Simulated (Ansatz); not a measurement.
Input file for `[SH][Hf]([Cl])([Cl])[Cl]`:

```yaml
crystal:
  periodic: [false, false, false]
  atoms:
    - {symbol: S, position_ang: [-1.768144, 0.867698, -0.026363]}
    - {symbol: Hf, position_ang: [0.501616, 0.048421, 0.049297]}
    - {symbol: Cl, position_ang: [1.829843, 1.895714, 0.491373]}
    - {symbol: Cl, position_ang: [0.675488, -1.566406, 1.712278]}
    - {symbol: Cl, position_ang: [1.027510, -0.932956, -1.991221]}
    - {symbol: H, position_ang: [-2.224213, -0.376372, -0.281464]}
basis:
  gaussian: {orbitals: def2-SVP}
correlation: {method: ccsd_t}
```

```sh
$ ansatz run in.yaml --threads 4 --pin off --events-out ev --progress --plain --max-ram 10444MiB
```

Output of Ansatz, abridged:

```
Functional definition: HF
1010 factors; integrals over basis functions are off by at most 1.2e-3 eV
mean field evaluation 1: about -49626.1615 eV, gradient 2.9e1 eV
mean field evaluation 2: about -49626.1743 eV, gradient 2.9e1 eV
mean field evaluation 4: about -49628.9982 eV, gradient 2.1e0 eV
mean field evaluation 8: about -49629.0275 eV, gradient 4.0e-4 eV
mean field -49629.02749244 eV, -1823.8331205840 hartree, gradient 3.7e-6 eV, S^2 0.000000; 0 other end points of the search recorded, 0 dependent functions left out
20 core orbitals not correlated: weight in the atoms' cores, before any rotation towards them, 1.000 or more for the frozen orbitals, at most 0.000 for the correlated occupied ones
reference -49629.02749244 eV, -1823.8331205840 hartree; 20, 20 occupied and 69, 69 virtual orbitals, 1010 factors
second order -20.25111978 eV of doubles, -0.00000000 eV of singles
cycle   1  -20.78229286 eV  change   -5.3e-1 eV  update   1.4e-1
cycle   2  -21.24273987 eV  change   -4.6e-1 eV  update   5.0e-2
cycle   3  -21.39210300 eV  change   -1.5e-1 eV  update   2.5e-2
cycle   4  -21.38408763 eV  change    8.0e-3 eV  update   6.0e-3
cycle   5  -21.38101463 eV  change    3.1e-3 eV  update   1.8e-3
cycle   6  -21.38066329 eV  change    3.5e-4 eV  update   6.2e-4
cycle   7  -21.38057550 eV  change    8.8e-5 eV  update   2.7e-4
cycle   8  -21.38069130 eV  change   -1.2e-4 eV  update   8.4e-5
cycle   9  -21.38074003 eV  change   -4.9e-5 eV  update   3.6e-5
perturbative correction -0.68256679 eV, -0.0250838670 hartree
Total energy: -49651.09079926 eV, -1824.6439321547 hartree
```

Run time 5.5 s (4 threads of an Intel Xeon Platinum 8259CL on a shared host); peak host memory 0.5 GiB.

Correlation energy per correlated electron: -0.552 eV. T1 diagnostic: 0.0152.
